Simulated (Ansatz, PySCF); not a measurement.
C4H8O2, SMILES OCC1(O)CC1. Atoms are numbered in the order given.

```xyz
14

O      1.8230    -0.2088     0.8652
C      1.1180    -0.1063    -0.3560
C     -0.3560     0.1593    -0.1315
O     -0.5810     1.2721     0.6967
C     -1.3416    -0.9755    -0.0664
C     -1.3259    -0.0311    -1.2529
H      1.8349     0.6780     1.2494
H      1.5332     0.7001    -0.9934
H      1.2540    -1.0570    -0.8946
H     -0.5055     0.9611     1.6092
H     -0.9715    -1.9960    -0.2001
H     -2.1707    -0.8747     0.6394
H     -2.1308     0.7048    -1.3199
H     -0.9503    -0.3977    -2.2130
```
Charge 0, spin multiplicity 1.

Coordinates come from a B3LYP-D3(BJ)/def2-SVP optimisation. Other conformers were not sampled.

Two levels are set side by side: PBE-D3(BJ)/def2-SVP (Ansatz, a quantum-chemistry and plane-wave program) and B3LYP-D3(BJ)/def2-SVP (Ansatz). Each level has its own optimised geometry; the coordinates shown are those of the second. Frequencies come from the Hessian of PySCF at each geometry. Differences are taken from unrounded values.

```tsv
quantity	B3LYP-D3(BJ)
mean bond length (Å)	1.240
bond O1–C2 (Å)	1.414
bond C2–C3 (Å)	1.514
bond C3–O4 (Å)	1.405
bond C3–C5 (Å)	1.505
bond C3–C6 (Å)	1.495
bond C5–C6 (Å)	1.517
bond O1–H7 (Å)	0.967
bond C2–H8 (Å)	1.109
bond C2–H9 (Å)	1.101
bond O4–H10 (Å)	0.967
bond C5–H11 (Å)	1.094
bond C5–H12 (Å)	1.094
bond C6–H13 (Å)	1.093
bond C6–H14 (Å)	1.094
highest harmonic wavenumber (cm⁻¹)	3807
mean harmonic wavenumber (cm⁻¹)	1444
zero-point energy (kcal/mol)	74.33
```

Question: What does PBE-D3(BJ) give, and how far is it from B3LYP-D3(BJ)? (Estimate from the structure and the level; the computed values follow.)

Answer: 
```csv
quantity,PBE-D3(BJ),PBE-D3(BJ) minus B3LYP-D3(BJ)
mean bond length (Å),1.248,0.007
bond O1–C2 (Å),1.418,0.004
bond C2–C3 (Å),1.520,0.006
bond C3–O4 (Å),1.412,0.007
bond C3–C5 (Å),1.510,0.006
bond C3–C6 (Å),1.500,0.005
bond C5–C6 (Å),1.519,0.003
bond O1–H7 (Å),0.976,0.010
bond C2–H8 (Å),1.119,0.010
bond C2–H9 (Å),1.110,0.008
bond O4–H10 (Å),0.976,0.009
bond C5–H11 (Å),1.102,0.008
bond C5–H12 (Å),1.101,0.008
bond C6–H13 (Å),1.100,0.008
bond C6–H14 (Å),1.102,0.008
highest harmonic wavenumber (cm⁻¹),3680,-127
mean harmonic wavenumber (cm⁻¹),1404,-40
zero-point energy (kcal/mol),72.25,-2.08
```

Exact exchange shortens and stiffens bonds; PBE has none. Differences between two approximate levels are no errors against the true value.
